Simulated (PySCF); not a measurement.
5-methylidene-1,3-dioxolan-4-one (C₄H₄O₃), SMILES C=C1OCOC1=O. Atoms are numbered in the order given.

```xyz
11

C     -1.0575    -1.8537     0.0000
C     -0.5835    -0.6020     0.0000
O     -1.3296     0.5373     0.0000
C     -0.4465     1.6519     0.0000
O      0.8749     1.1547     0.0000
C      0.8556    -0.2170     0.0000
O      1.8405    -0.8980     0.0000
H     -0.3390    -2.6732     0.0000
H     -2.1267    -2.0654     0.0000
H     -0.6148     2.2555     0.9067
H     -0.6148     2.2555    -0.9067
```

Geometry: TPSSh-D3(BJ)/def2-SVP. One conformer was computed; it need not be the lowest.

Method: TDDFT-PBE/def2-SVPD in PySCF.

Vertical excitations.  State labels are in the subgroup Cs.

Task: Give excitation energies, oscillator strengths and character. (Estimate from the structure and the level; the computed values follow.)

Result: 
| state | symmetry | energy (eV) | λ (nm) | f | main pairs |
|---|---|---|---|---|---|
| S1 | A" | 4.60 | 269 | 0.000 | HOMO−1→LUMO 100 % |
| S2 | A' | 4.65 | 267 | 0.155 | HOMO→LUMO 93 % |
| S3 | A" | 6.07 | 204 | 0.019 | HOMO→LUMO+1 100 % |
| S4 | A' | 6.08 | 204 | 0.065 | HOMO−2→LUMO 92 % |
| S5 | A" | 6.70 | 185 | 0.000 | HOMO→LUMO+2 81 %, HOMO→LUMO+3 18 % |
| S6 | A" | 6.74 | 184 | 0.005 | HOMO→LUMO+3 82 %, HOMO→LUMO+2 18 % |
| S7 | A' | 6.85 | 181 | 0.003 | HOMO−1→LUMO+1 100 % |
| S8 | A" | 7.12 | 174 | 0.000 | HOMO−3→LUMO 99 % |
| S9 | A' | 7.40 | 168 | 0.002 | HOMO→LUMO+6 77 %, HOMO→LUMO+4 18 % |
| S10 | A" | 7.41 | 167 | 0.003 | HOMO→LUMO+5 98 % |
| T1 | A' | 3.13 | 396 | 0 | HOMO→LUMO 98 % |
| T2 | A" | 4.20 | 295 | 0 | HOMO−1→LUMO 100 % |
| T3 | A' | 4.85 | 256 | 0 | HOMO−2→LUMO 98 % |
| T4 | A" | 6.00 | 207 | 0 | HOMO→LUMO+1 100 % |
Triplets are in the Tamm–Dancoff approximation, which puts them higher than full response would, so one can lie above its singlet here.
